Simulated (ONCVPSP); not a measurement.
## Zr (Z = 40), ONCV: configuration errors across variants

Zr, optimised norm-conserving Vanderbilt (ONCV), made with ONCVPSP 4.0.1 (PW91, scalar-relativistic). Core [Ar] 3d10, reference 4s2 4p6 4d2 5s1 5p1. Waves: 4s+5s: rc 2.05 bohr, ncon 3, nbas 7, qcut 6.9 1/bohr, 2 projectors; 4p+5p: rc 2.05 bohr, ncon 4, nbas 7, qcut 6 1/bohr, 2 projectors; 4d: rc 2.55 bohr, ncon 5, nbas 10, qcut 5.1 1/bohr, 1 projector. Local part: polynomial inside 1.30 bohr (lpopt 5, dvloc0 0 Ha). Core correction: Teter function, fcfact 3.5, rcfact 1.15.

All-electron excitation energies from the reference (eV): (1) 4s2 4p6 4d2 5s2 5p0 -3.061; (2) 4s2 4p6 4d2 5s1 5p0 4.129; (3) 4s2 4p6 4d2 5s0 5p0 17.107; (4) 4s2 4p6 4d1 5s2 5p1 -0.043.

2 further variants failed, have other tests or too few solved ones, and are left out.

Errors AE − PS in meV (a dash: test not solved or not reliable):

```tsv
change	(1)	(2)	(3)	(4)	bound ghosts	GHOST(+) flags above zero
base	0.0	-0.7	-4.3	+11	none	s
s: qcut 7.5; p: qcut 6.5; d: qcut 5.5	+0.1	-0.7	-3.8	+9.0	none	s
d: rc 3.18	-0.2	-0.6	-7.2	+37	none	s
d: qcut 6.8	0.0	-0.7	-4.1	+2.8	none	s
s: ncon 5, nbas 9	+0.2	-0.7	-3.8	+12	none	s
```

(1) Give the same row for: s: rc 1.84.

Answers

(1) +0.1, -0.7, -3.8, +12; bound ghosts: none; GHOST(+) flags above zero: none.
